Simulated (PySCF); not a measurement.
Compound: C₃H₈ClOSi (doublet state).
Z-matrix (Å and degrees, GFN2-xTB geometry), rows numbered from 1:
```
C 
C   1  1.4674
O   2  1.3993  1  111.15
Si  3  1.6151  2  128.74  1  -179.37
C   4  1.9006  3  101.55  2  -178.21
Cl  5  1.7781  4  108.06  3  -179.85
H   1  1.0700  2  119.62  3    10.42
H   1  1.0706  2  119.88  3  -170.02
H   2  1.1079  1  111.00  3  -121.34
H   2  1.1039  1  110.82  3   122.04
H   4  1.4644  3  112.23  2    63.63
H   4  1.4645  3  112.29  2   -60.11
H   5  1.0873  4  113.34  3    62.30
H   5  1.0872  4  113.31  3   -61.99
```

The hyperfine couplings belong to this conformer and change with its torsions.

The species is `ClC[SiH2]OC[CH2]` [radical].

Level of theory: UKS B3LYP, pcH-1 on C Cl H O Si, non-relativistic, mean-field spin-orbit, GIAO in PySCF 2.14.0. Isolated species at its GFN2-xTB geometry (one conformer only). A GFN2-xTB geometry isn't a minimum of the functional, and hyperfine couplings can be far from their values at a DFT geometry. The SCF solution wasn't tested for stability.

The isotropic 13C couplings are +87.6, -39.7 MHz. Assign them to C1; C2.

| site | a_iso (MHz) | ρ(0) (bohr⁻³) | position | distance from C1 (Å) | spin population | largest \|T\| (MHz) |
| --- | --- | --- | --- | --- | --- | --- |
| C1 | +87.6 | +0.0780 | largest spin population | 0.00 | +1.08 | 164.0 |
| C2 | -39.7 | -0.0353 | 1 bond from C1 | 1.47 | -0.09 | 2.5 |

ρ(0) is the spin density at the nucleus and T the dipolar tensor; a_iso includes a spin–orbit part; entries for several nuclei are means. The largest Mulliken spin populations are on C1 (+1.08) and C2 (-0.09). No atom but C1 exceeds +0.15. The positive populations add up to 1.18 and the negative ones to -0.18, together 2S = 1. The angles at C1 add up to 360.0°, so it is planar; its axial dipolar tensor and the negative couplings of its protons fit spin in a p orbital normal to that plane.

Examples of negative spin density at the nucleus (bohr⁻³): C2 (-0.0353), H7/H8 (-0.0145) and Si4 (-0.0016).

Means are taken over nuclei equivalent by connectivity, which assumes that they swap fast. The 1H value of +125.6 MHz is a mean of couplings from 107.6 to 143.5 MHz in this one geometry, not an average over conformers.
